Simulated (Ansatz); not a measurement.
```xyz
7

C     0.4981    0.1884    0.5238
B    -0.5359   -0.3052   -0.5223
F    -0.9716   -1.5490   -0.5042
Br   -1.2585    0.8242   -1.9032
H     0.7941    1.2273    0.3946
H     0.0835    0.0599    1.5297
H     1.3903   -0.4456    0.4816
```

Total charge 0; spin multiplicity 1.

(1) List the PBE0/def2-TZVPP orbital energies in eV (Ansatz 0.2.0). (Best estimate.)

## Answers

(1) Computed: Occupied: -13150.17, -1705.08, -1535.62, -1535.58, -1535.56, -674.68, -278.08, -238.91, -187.31, -179.25, -179.12, -179.06, -72.76, -72.73, -72.68, -72.57, -72.56, -34.42, -22.05, -20.25, -15.90, -13.73, -13.57, -12.57, -11.67, -11.46, -9.76, -8.93, -8.48. Lowest empty: -0.71, 0.73, 1.89, 2.47, 2.71, 2.94, 3.45, 4.55.
